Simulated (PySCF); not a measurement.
## Magnetic susceptibility: `FC(F)=C(F)[C@H]1CC=NC1`, C₆H₆F₃N

Geometry (Å), atoms numbered from 1 in this order:
```xyz
16

F     3.6709    0.0194   -0.6599
C     2.5539    0.0120    0.0526
F     2.8254    0.0223    1.3549
C     1.3150    0.0010   -0.4242
F     1.1433   -0.0026   -1.7616
C     0.0693   -0.0208    0.3930
C    -0.8950    1.1302    0.0384
C    -2.1902    0.3957   -0.1756
N    -2.1338   -0.8577   -0.1370
C    -0.7913   -1.2978    0.1103
H     0.3507    0.0154    1.4461
H    -0.6067    1.6402   -0.8836
H    -0.9738    1.8744    0.8298
H    -3.1183    0.9074   -0.3698
H    -0.4412   -1.8358   -0.7747
H    -0.7859   -1.9943    0.9498
```

Method used: GIAO BHandHLYP/pcSseg-1 magnetisability, rotational g tensor and spin-rotation constants, non-relativistic, gas phase in PySCF. Geometry: GFN2-xTB.

How diamagnetic is it, and how anisotropic?

Isotropic -1221 × 10⁻³⁰ J/T², or -73.5 × 10⁻⁶ cm³/mol; principal values -1332, -1203, -1129 × 10⁻³⁰ J/T², anisotropy 178 × 10⁻³⁰ J/T² (root of half the summed squared differences of the principal values). The susceptibility is in cgs units.

Split it along the inertial axes a, b, c into diamagnetic and paramagnetic parts about the centre of mass, with the quadrupole moment.


```
axis  χ (10⁻⁶ cm³/mol)  diamagnetic (10⁻⁶ cm³/mol)  paramagnetic (10⁻⁶ cm³/mol)  summed x² of all electrons (Å²)  quadrupole Θ (D Å)
   a             -71.7                      -492.0                        420.3                            319.2               -9.81
   b             -80.0                     -1562.2                       1482.2                             67.0               +1.81
   c             -68.9                     -1638.6                       1569.7                             49.0               +8.00
```
Anisotropies 2χaa − χbb − χcc = +5.5 and 2χbb − χaa − χcc = -19.4 × 10⁻⁶ cm³/mol. Θ is traceless in Buckingham's convention.

And the rotational g tensor?


| axis | rotational constant (GHz) | g | nuclear part | electronic part |
| --- | --- | --- | --- | --- |
| a | 2.9712 | -0.0379 | 0.5488 | -0.5867 |
| b | 0.7632 | -0.0092 | 0.5222 | -0.5314 |
| c | 0.7113 | -0.0135 | 0.5110 | -0.5246 |

Asymmetric top; isotopes 12C, 19F, 1H, 14N; no vibrational averaging.
